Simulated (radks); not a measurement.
Ru XIII, configuration [Ar] 3d10 4s1 4p3 (not the ground configuration).

All-electron calculation, scalar-relativistic Kohn-Sham, LDA (Slater exchange, Perdew-Wang correlation), spin-polarised, spherical densities, finite nucleus; open shells are filled with parallel spins first (spin-orbit coupling, left out, can overturn this in heavy ions); Fermi nuclear charge, rms radius 4.4809 fm. Program: a radial shooting solver on a logarithmic mesh with Libxc functionals.

Energy parts (eV):
| part | energy |
|---|---|
| total | -121843.784 |
| kinetic | 126008.536 |
| electron-nucleus | -285821.202 |
| Hartree | 41253.219 |
| exchange-correlation | -3284.337 |

Orbitals (lengths in bohr, moments of r in powers of bohr; <r^-3> diverges for s and p1/2):
orbital  occ.  eigenvalue (eV)      <r^4>     <r^2>  <r^-3>
1s up       1        -22166.49  5.929e-06  0.001513       -
1s down     1        -22165.21  5.929e-06  0.001513       -
2s up       1        -3406.057   0.001077   0.02504       -
2s down     1        -3405.202   0.001077   0.02504       -
2p up       3        -3079.954  0.0007697   0.01968    3000
2p down     3        -3078.876  0.0007697   0.01968    2999
3s up       1        -801.1760    0.05206    0.1842       -
3s down     1        -799.6336    0.05154    0.1835       -
3p up       3        -693.8102    0.05591    0.1864   522.6
3p down     3        -692.1283    0.05515    0.1855   523.9
3d up       5        -521.0639    0.05506    0.1715   71.01
3d down     5        -519.3559    0.05370    0.1699   71.33
4s up       1        -296.8656      1.236    0.9364       -
4s down     0        -287.5211      1.246    0.9364       -
4p up       3        -262.1082      1.533     1.036   116.7
4p down     0        -252.7751      1.567     1.042   117.3

The highest occupied level is 4p up at -262.11 eV. The configuration is held as typed, so some empty levels lie below it. Summed over all electrons, <r^2> = 7.405 bohr^2, which gives a Langevin (diamagnetic) susceptibility term of -5.86 x 10^-6 cm^3/mol. The electron density at the nucleus is 1.119e+05 e/bohr^3 (large components only). Spin moment in Bohr magnetons: 4. The spin density at the nucleus is 228.9 e/bohr^3 (1s -1.0, 2s 0.5, 3s -1.4, 4s 230.8). The density falls to 0.001 e/bohr^3 at r = 2.05 bohr.
